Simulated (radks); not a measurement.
The numbers below are computed, except where a source is named.
The nuclear charge of the erbium ion Er+ is varied continuously with 67 electrons held in [Xe] 4f12 6s1. Code: a radial shooting solver on a logarithmic mesh with Libxc functionals. Model: scalar-relativistic Kohn-Sham, r2SCAN, spin-unpolarised, spherical densities, finite nucleus; meta-GGA in the generalised Kohn-Sham scheme; Fermi nuclear charge, rms radius 5.2516 fm. By the Hellmann-Feynman theorem dE/dZ = E(electron-nucleus)/Z, the electronic potential at the nucleus (averaged over a nucleus of fixed radius). The scalar-relativistic energy here is not variational (the density holds large components alone), so the two differ by a part that grows with Z.

Z     E (hartree)  E(electron-nucleus)/Z (hartree)  HOMO  e(HOMO) (eV)  <r> HOMO (bohr)
67.6  -12896.9310                         -467.895    4f        -4.046           0.8679
67.8  -12991.3195                         -469.969    4f        -6.709           0.8439
68    -13086.1291                         -472.040    6s        -8.925            3.713
68.2  -13181.3595                         -474.110    6s       -10.402            3.586
68.4  -13277.0104                         -476.179    6s       -11.947            3.471
68.6  -13373.0819                         -478.248    6s       -13.556            3.367
68.8  -13469.5740                         -480.317    6s       -15.226            3.273
69    -13566.4869                         -482.387    6s       -16.954            3.186

The central difference of E at Z = 68 is -475.100 hartree, to compare with the third column; the second derivative is -10.5 hartree.
